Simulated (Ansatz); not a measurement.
Reactions of C2Cl3F3 (`FC(F)(Cl)C(F)(Cl)Cl`).

Calculated with Ansatz (gas phase, PBE0-D4/def2-TZVP geometries, no zero-point term in ΔE). CCSD(T)/CBS is the MP2 limit (def2-TZVPP, def2-QZVPP) plus CCSD(T) − MP2 in def2-TZVPP, frozen cores. This one scheme is used for every species, atoms too. Functionals use def2-TZVPP. No spin–orbit coupling; open shells (•) take unrestricted orbitals. Spin–orbit coupling would lower the free atoms: a little for C, Cl, F. For Br outer-core shells are correlated without core-valence functions, so the limit isn't a true one: a few kJ/mol of doubt a bond, and 10 to 20 or more in all where bonds break to atoms. Scalar relativity is left out up to krypton. One conformer a species, not always the lowest.

```tsv
reaction	B97M-V (kcal/mol)	CCSD(T)/CBS(def2) (kcal/mol)
`FC(F)(Cl)C(F)(Cl)Cl` → `Cl[C]Cl` + `FC(F)(F)Cl`	57.8	60.6
`FC(F)(Cl)C(F)(Cl)Cl` + HCl → `FC(Cl)(Cl)Cl` + `FC(F)Cl`	9.4	8.9
`FC(F)(Cl)C(F)(Cl)Cl` + HCl → `FC(F)(Cl)C(Cl)(Cl)Cl` + H–F	6.0	0.2
`FC(F)(Cl)C(F)(Cl)Cl` + H–F → `FC(F)(Cl)C(F)(F)Cl` + HCl	-8.2	-3.4
`FC(F)(Cl)C(F)(Cl)Cl` → `FC(Cl)(Cl)Cl` + `F[C]F`	61.0	60.3
`FC(F)(Cl)C(F)(Cl)Cl` + HBr → `FC(Cl)(Cl)Br` + `FC(F)Cl`	9.6	8.4
`FC(F)(Cl)C(F)(Cl)Cl` → `F[C](Cl)Cl`• + `F[C](F)Cl`•	84.2	88.4
`FC(F)(Cl)C(F)(Cl)Cl` + H–F → `FC(F)(F)Cl` + `FC(Cl)Cl`	-4.4	-0.1
`FC(F)(Cl)C(F)(Cl)Cl` → 2 C• + 3 Cl• + 3 F•	676.5	669.5
`FC(F)(Cl)C(F)(Cl)Cl` + HBr → `FC(F)(Cl)Br` + `FC(Cl)Cl`	7.6	7.4
```

Largest T1 diagnostic: 0.020, for `Cl[C]Cl`.
